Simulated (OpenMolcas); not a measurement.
A calculation on Ru.

```yaml
Program: OpenMolcas 26.06
Method: CASSCF
Basis: ANO-RCC-VQZP [8s7p5d3f2g1h]
Scalar_Hamiltonian: DKH2, point nucleus
Active_space: 8 electrons in 6 orbitals (4d 5s)
State_averaging: 2S+1 = 5 even, 15 roots; 2S+1 = 3 even, 75 roots kept (CI in the orbitals of an earlier block); 2S+1 = 1 even, 57 roots kept (CI in the orbitals of an earlier block)
Spin-orbit_coupling: state interaction with AMFI integrals over the reference wave functions, term energies averaged over their components
```

Problem. Which level of the active space comes out lowest?

Solution. 4d7 5s 5F5, with 99 % of that term; it is also the measured ground level.

Problem. How high does 4d6 5s2 5D1 lie?

Solution. 12192 cm-1 above the lowest level; measured 9073 cm-1 above the ground level, so the calculation is off by +34 %.

Problem. How high does 4d6 5s2 5D4 lie?

Solution. 10256 cm-1 above the lowest level; measured 7483 cm-1 above the ground level, so the calculation is off by +37 %.

Problem. How high does 4d6 5s2 5D2 lie?

Solution. 11750 cm-1 above the lowest level; measured 9058 cm-1 above the ground level, so the calculation is off by +30 %.

Problem. The level at 10934 cm-1 has J = 3. What is it made of, and what is its g factor?

Solution. 66 % 4d7 5s 3F3(1), 32 % 4d6 5s2 5D; g = 1.219, against 1.084 from Landé's formula for the pure leading term.

Measured values: NIST Handbook of Basic Atomic Spectroscopic Data.

Without dynamic correlation excited terms often stand tens of per cent too high (terms of higher spin than the ground term too low), and those without a measured partner can miss by more than the paired ones. Terms from blocks run as CI alone lack orbitals of their own. Configurations are named by rounded mean occupations; where the s occupation lies near a half they are strongly mixed, a name can repeat and a true partner stay unpaired. A single d shell beside an s shell can misplace configurations of different d count against each other. Computed and measured levels are paired by configuration, term and J; levels that our copy of the source lacks, or whose pairing is in doubt (as where it misses far off the trend of its configuration), stay unpaired and out of the deviations. Levels of configurations outside the active space are missing.

A number in round brackets counts repeated terms of one configuration in the order of the reference energies.
